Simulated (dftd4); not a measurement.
isocyanic acid (CHNO), singlet, geometry from GFN2-xTB; dftd4 with D4 for tpss.

Here is a job for dftd4.
```
$ dftd4 mol.xyz --func tpss --charge 0 --json dftd4.json --noedisp --property

# file mol.xyz
4

N     -1.09019945     0.19550444     0.26322046
C      0.04813358    -0.04939770     0.01378604
O      1.14545157    -0.10550804    -0.33882666
H     -1.82101787    -0.22808056     0.78535375
```

Task: What does dftd4 print? Leave out banner, timings and long lists.

Result: 
```
                    ____  _____ _____     ____  _  _
      -------------|  _ \|  ___|_   _|---|  _ \| || |------------
     |             | | | | |_    | | ___ | | | | || |_           |
     |             | |_| |  _|   | ||___|| |_| |__   _|          |
     |             |____/|_|     |_|     |____/   |_|            |
     |             ===================================           |
     |            E. Caldeweyher, S. Ehlert & S. Grimme          |
     |          Mulliken Center for Theoretical Chemistry        |
     |                    University of Bonn                     |
      -----------------------------------------------------------

Rational (Becke-Johnson) damping: tpss-D4-ATM
---------------------
  s6         1.0000
  s8         1.7660
  s9         1.0000
  a1         0.4282
  a2         4.5426
 alp        16.0000
--------------------

Atomic data, radii in Ångström:
------------------------------------------------------
   Z          R(cov)      r4/r2   hardness         EN
------------------------------------------------------
   7 N        0.9467     1.4350     0.5044     3.0400
   6 C        1.0000     1.6431     0.4220     2.5500
   8 O        0.8400     1.3725     0.5869     3.4400
   1 H        0.4267     1.0622     0.4726     2.2000
------------------------------------------------------

Atomic reference systems (in atomic units):
----------------------------------------------------------------------------
   Z        #      CN     q+Z       C6(AA)   #      CN     q+Z       C6(AA)
----------------------------------------------------------------------------
   7 N      1  0.0000  7.0000      25.3714   2  0.8583  6.6470      32.5496
            3  1.8399  6.6987      28.5877   4  2.5804  6.1757      42.3910
            5  0.9809  7.0000      18.1534
   6 C      1  0.0000  6.0000      49.3833   2  0.9189  5.8288      52.1688
            3  1.9079  5.8579      35.6972   4  2.8312  5.7775      35.8445
            5  3.7487  5.7435      28.6317   6  2.9183  5.8956      32.2504
            7  0.8556  6.2103      25.6194
   8 O      1  0.0000  8.0000      15.5711   2  0.8042  7.6453      20.8489
            3  1.6112  7.4012      24.8631   4  0.9798  8.0000      14.9880
   1 H      1  0.0000  1.0000       7.6362   2  0.8942  1.0000       3.0374
----------------------------------------------------------------------------

Atomic properties (in atomic units):
----------------------------------------------------------------------------
     #    Z              CN          q      C6(AA)        C8(AA)   alpha(0)
----------------------------------------------------------------------------
     1    7 N        1.7719    -0.4610     32.8985      725.7677     8.5239
     2    6 C        1.7661     0.3970     23.0618      666.9859     7.7553
     3    8 O        0.8561    -0.2620     19.0458      384.3537     5.8559
     4    1 H        0.8609     0.3260      0.6406        7.7444     1.2538
----------------------------------------------------------------------------

Molecular properties (in atomic units):
----------------------------------------
 molecular C6                 245.2323
 molecular C8                5617.7538
----------------------------------------

Dispersion energy:      -1.9353530082132E-03 Eh

[Info] JSON dump of results written to 'dftd4.json'
```
